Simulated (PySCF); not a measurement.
## Pb2F4 at several levels of theory

Computed with PySCF 2.14.0 (density fitting, no spin-orbit coupling) at the geometry relaxed with r2SCAN:

```xyz
6
Pb2F4 (singlet)
Pb    0.0000   -0.4659    1.8040
Pb    0.0000   -0.4659   -1.8040
F     1.3282   -0.6688    0.0000
F    -1.3282   -0.6688    0.0000
F     0.0000    1.5819    1.7194
F     0.0000    1.5819   -1.7194
```

| level | basis | state | HOMO (eV) | gap (eV) | charge on Pb1 (e) | dipole about the centre of mass (D) | largest force component (eV/Å) |
| --- | --- | --- | --- | --- | --- | --- | --- |
| r2SCAN | Pb def2-SVP with ECP60, F def2-SVP | singlet | -7.29 | 5.08 | 0.94 | 5.96 | 0.05 |
| BLYP | the same | singlet | -6.75 | 4.38 | 0.82 | 5.52 | 0.62 |
| r2SCAN | Pb def2-TZVP with ECP60, F def2-TZVP | singlet | -7.63 | 5.20 | 1.07 | 6.29 | 0.27 |
| r2SCAN | Pb x2c-SVPall, F x2c-SVPall | singlet | -7.32 | 5.08 | 0.96 | 5.91 | 0.65 |

Charges are Mulliken's, which hang on the basis. The relaxation used the grid (50, 194), these runs (75, 302) or, all-electron (x2c bases, spin-free X2C Hamiltonian), (99, 590).

Problem. A further run in the first row's basis gives HOMO (eV) -6.79, gap (eV) 4.49, charge on Pb1 (e) 0.85, dipole about the centre of mass (D) 5.59, largest force component (eV/Å) 0.63. Which level was it?
A. TPSSh
B. revPBE
C. BP86

Solution. B. The others give HOMO -7.01 eV (BP86); -7.56 eV (TPSSh).

In the first row's basis the gap widens with exact exchange: 4.4 to 5.1 eV for BLYP, revPBE, BP86, r2SCAN (none); 5.5 eV for TPSSh (a fixed share).

No frequency check is given that shows the relaxed geometry to be a minimum.
